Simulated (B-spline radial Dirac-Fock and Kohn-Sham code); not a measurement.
**EELS cross sections of the Rb L2 edge**

System: neutral rubidium, 1s2 2s2 2p6 3s2 3p6 3d10 4s2 4p6 5s1. Method: the first Born approximation with generalised oscillator strengths from a Dirac-Hartree-Slater potential (longitudinal and transverse terms; continuum final states only, so no white lines or fine structure). Computed with a B-spline atomic structure program. The edge is taken at 1864.0 eV (tabulated value).

Partial cross sections σ(β, Δ) in barn, integrated over a window Δ above the edge and up to the collection semi-angle β, for parallel illumination:

```csv
E₀ (kV),β (mrad),Δ = 25 eV,Δ = 50 eV,Δ = 100 eV,Δ = 200 eV,Δ = 300 eV
60,5,2.39,4.27,7.70,13.4,17.8
80,10,10.8,19.3,34.9,61.1,81.6
80,20,27.7,49.7,90.4,160,216
80,50,?,?,?,?,?
80,100,78.2,142,262,477,661
120,5,4.76,8.51,15.4,26.8,35.7
120,20,30.3,54.6,99.6,177,241
200,5,7.68,13.7,24.9,43.6,58.3
200,20,31.9,57.5,105,189,258
200,50,47.9,86.7,160,290,401
200,100,53.3,96.8,179,328,456
300,5,10.9,19.5,35.5,62.6,84.2
300,50,43.9,79.6,147,268,371
300,100,46.5,84.5,157,287,399
```

Q: Give the row for 80 kV and 50 mrad.

A: 59.1 b for 25 eV, 107 b for 50 eV, 196 b for 100 eV, 352 b for 200 eV, 483 b for 300 eV.
